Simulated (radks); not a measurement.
The numbers below are computed, except where a source is named.
Neutral silicon inside a hard spherical wall (all orbitals vanish at R), configuration held at [Ne] 3s2 3p2 and not refilled when levels cross. Level of theory: scalar-relativistic Kohn-Sham, LDA (Slater exchange, VWN5 correlation), spin-polarised, spherical densities, finite nucleus; open shells are filled with parallel spins first; Fermi nuclear charge, rms radius 3.1224 fm (a radial shooting solver on a logarithmic mesh with Libxc functionals). Eigenvalues in eV for spin up, with the zero of energy where the potential of the charges vanishes at infinity; a dash marks a level that is unbound or too diffuse for the functional's potential to be trusted. A positive occupied level is held by the wall or, in an anion where self-interaction has pushed it up, behind a barrier. The pressure on the wall is -dE/dV.

R (bohr)  E (hartree)  kinetic (hartree)    e(2s)    e(2p)    e(3s)   e(3p)  e(4s, empty)  e(4p, empty)  pressure (GPa)
free       -288.85060            289.281  -138.61  -95.494  -11.386  -4.622        -0.407             -               0
20         -288.85060            289.281  -138.61  -95.494  -11.386  -4.622        -0.394         0.371        < 0.0001
7          -288.84266            289.338  -138.12  -95.003  -11.059  -4.250         3.095         6.296           0.449
6          -288.82427            289.444  -137.40  -94.282  -10.596  -3.680         6.144        10.268            2.08
5          -288.75951            289.762  -135.65  -92.528   -9.437  -2.205        12.703        18.094            10.8
3.5        -288.18115            291.888  -127.56  -84.387   -2.683   6.207        43.959        51.805             180
1.5        -269.02373            337.481  -65.316  -19.447   150.80  160.46        489.06        464.85           47200
